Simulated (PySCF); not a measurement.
C3F6O.

```xyz
10

F      1.7573     0.9300     0.7872
C      1.3944    -0.1463     0.1220
F      2.2686    -1.1120     0.3141
O      0.9541     0.0364    -1.1593
C      0.0201    -0.4618    -0.2335
F     -0.3391    -1.7296    -0.4019
C     -1.1942     0.4149     0.0424
F     -2.0646     0.3034    -0.9514
F     -0.8387     1.6832     0.1614
F     -1.7784     0.0215     1.1671
```

Geometry optimised at PBE0-D3(BJ)/def2-SVP.

All values below come from PySCF with PBE0/pcSseg-1. Non-relativistic, no solvent.

**Question.** Give the absolute GIAO shielding of each atom: isotropic value and principal components (ppm). (The exact figures need the calculation; the answer reports its results.)

**Answer.** 
```tsv
atom	σ(iso)	σ11	σ22	σ33	span
F1	302.3	216.1	311.7	379.2	163.1
C2	73.5	34.6	69.6	116.2	81.6
F3	306.9	216.9	317.2	386.7	169.8
O4	181.1	106.7	111.4	325.3	218.7
C5	92.4	45.8	83.5	147.9	102.1
F6	355.5	288.4	379.1	399.0	110.7
C7	60.8	49.9	64.4	68.0	18.1
F8	268.4	193.6	267.3	344.4	150.8
F9	268.1	196.8	270.0	337.4	140.6
F10	267.5	189.0	268.7	344.8	155.8
```
